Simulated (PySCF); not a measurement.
## How methods differ on the ionisation energy of F⁴⁺

F⁴⁺ [He] 2s2 2p1 [2p1/2^1, M_J = 1/2] → F⁵⁺ [He] 2s2, as a difference of total energies. Computed with PySCF 2.14 in an uncontracted even-tempered set (18 s from 0.32 bohr⁻², ratio 2.4; 11 p from 0.41 bohr⁻², ratio 2.4; 5 d from 2 bohr⁻², ratio 2.6; 5 f from 2.9 bohr⁻², ratio 2.6), with the two-component X2C-1e Hamiltonian. Correlated levels: nothing frozen; the 30 highest virtual spinors dropped. "Screened" scales the spin-orbit matrix elements by Boettger's factors to mimic the two-electron term; Breit and QED terms are absent.

```csv
method,ionisation energy (eV)
GHF (spin-free),114.26
GMP2 (spin-free),114.47
GHF (screened spin-orbit),114.32
GMP2 (screened spin-orbit),114.53
```

**Question.** How much does correlation contribute at GMP2 (screened spin-orbit)?

**Answer.** 114.53 − (114.32) = 0.21 eV, measured against GHF (screened spin-orbit).

For comparison: 114.25 eV (semi-empirical (NIST evaluation); NIST Atomic Spectra Database, ionization energies).
